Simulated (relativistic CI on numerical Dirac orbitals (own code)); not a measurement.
Method of calculation: Dirac-Coulomb-Breit CI, KLI orbitals optimised for each configuration, model QED (radiative potential, 1s self-energy scaled to tabulated hydrogen-like ionisation energies), unscaled Slater integrals (own radial code, finite nucleus).

Configurations in the expansion (outside the closed core 1s2): 2s²2p⁶, 2s²2p⁵3s, 2s²2p⁵3p, 2s²2p⁵3d, 2s2p⁶3s, 2s2p⁶3p, 2s2p⁶3d, 2s²2p⁵4s, 2s²2p⁵4p, 2s²2p⁵4d, 2s²2p⁵4f, 2s2p⁶4s, 2s2p⁶4p, 2s²2p⁴3s², 2s2p⁶4d, 2s2p⁶4f, 2s²2p⁵5s, 2s²2p⁴3s3p, 2s²2p⁵5p, 2s²2p⁵5d, 2s²2p⁵5f, 2s²2p⁵5g, 2s²2p⁴3p², 2s²2p⁴3s3d, 2s²2p⁴3p3d, 2s2p⁵3s², 2s²2p⁴3d², 2s2p⁵3s3p, 2s2p⁶5s, 2s2p⁵3p², 2s2p⁵3s3d, 2s2p⁶5p, 2s2p⁶5d, 2s2p⁶5f, 2s2p⁶5g, 2s2p⁵3p3d. Levels of other configurations are missing.

At this charge energies of transitions that change n are usually good to better than 1 %, and those within a shell (Δn = 0) to a few per cent.

Outline of the computed level scheme of Ag XXXVIII. Lowest level of each configuration: 2s²2p⁶ ¹S0 at 0.00 eV; 2s²2p⁵3s ³P°2 at 3079.65 eV; 2s²2p⁵3p ³P1 at 3155.58 eV; 2s²2p⁵3d ³P°0 at 3292.63 eV; 2s2p⁶3s ³S1 at 3520.25 eV; 2s2p⁶3p ³P°0 at 3597.18 eV; 2s2p⁶3d ³D1 at 3737.39 eV; 2s²2p⁵4s ³P°2 at 4205.94 eV; 2s²2p⁵4p ³P1 at 4237.47 eV.

Some strong electric-dipole decays among the lowest 45 levels: 2s²2p⁵3d ¹P°1 → 2s²2p⁶ ¹S0 (3.3e+14 s⁻¹); 2s²2p⁵3d ³D°1 → 2s²2p⁶ ¹S0 (2.7e+14 s⁻¹); 2s2p⁶3p ¹P°1 → 2s²2p⁶ ¹S0 (6.1e+13 s⁻¹); 2s2p⁶3p ³P°1 → 2s²2p⁶ ¹S0 (2.2e+13 s⁻¹); 2s²2p⁵3s ¹P°1 → 2s²2p⁶ ¹S0 (1.9e+13 s⁻¹); 2s²2p⁵3s ³P°1 → 2s²2p⁶ ¹S0 (1.6e+13 s⁻¹); 2s²2p⁵4s ¹P°1 → 2s²2p⁶ ¹S0 (6.4e+12 s⁻¹); 2s²2p⁵4p ³P1 → 2s²2p⁵3s ³P°2 (6.1e+12 s⁻¹).

LS names give the leading component of a level, which can be under half, so a name can repeat, a term be missing and a line seem to break the LS rules.
